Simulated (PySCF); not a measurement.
# From computed data to an observable: entropy of an ideal gas

ammonium (H4N), SMILES [NH4+], charge +1.

Geometry optimised at r2SCAN-D4/def2-TZVPD.

r2SCAN-D4/def2-TZVPD run with PySCF 2.14.0 gives the harmonic wavenumbers 1473, 1473, 1473, 1727, 1727, 3373, 3484, 3484, 3484 cm⁻¹ and the rotational temperatures 8.6067, 8.6067, 8.6067 K. The molar mass is 18.04 g/mol, the symmetry number 12, the spin multiplicity 1.

**Question.** Work out the entropy at 298.15 K and 1 atm in the rigid-rotor, harmonic-oscillator model.

**Answer.** 
Translation (Sackur–Tetrode at 1 atm): S = R[1.5 ln M + 2.5 ln T − 1.16487] = 144.8 J/(mol K).
Rotation: q = (√π/σ) T^1.5/√(θA θB θC) = 30.1, S = R[ln q + 3/2] = 40.8 J/(mol K).
Vibration: with u = 1.4388 ν/T, each mode gives R[u/(e^u − 1) − ln(1 − e^−u)]:
| ν (cm⁻¹) | modes | u | S (J/(mol K)) |
|---|---|---|---|
| 1473 | 3 | 7.11 | 0.17 |
| 1727 | 2 | 8.33 | 0.04 |
The stiffer modes add less than 0.005 each. Sum 0.2 J/(mol K).
Spin: R ln 1 = 0.0 J/(mol K).
Total 185.8 J/(mol K); the program's own thermochemistry gives 185.8. Translation makes up 78 % and vibration 0 %. Anharmonicity, hindered rotation and orbital degeneracy are left out.
